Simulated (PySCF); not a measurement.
ZnS at PBE0

Level: PBE0. PySCF, scalar-relativistic core potentials, basis sets Zn cc-pVDZ-PP with ECP10, S cc-pV(D+d)Z.

```json
{"state": "¹Σ⁺ (singlet), closed shell", "bond length": "2.035 Å", "harmonic wavenumber": "482 cm⁻¹", "force constant": "2.92 mdyn/Å", "rotational constant Be": "0.1909 cm⁻¹", "anharmonicity ωexe": "2.17 cm⁻¹", "vibration–rotation constant αe": "0.00107 cm⁻¹", "well depth De to Zn + S": "32.5 kcal/mol", "dissociation energy D0": "31.9 kcal/mol", "HOMO–LUMO gap": "2.33 eV", "bond order (Mayer)": "1.97", "dipole moment (positive dipole means Zn(−)S(+))": "-5.24 D"}
```
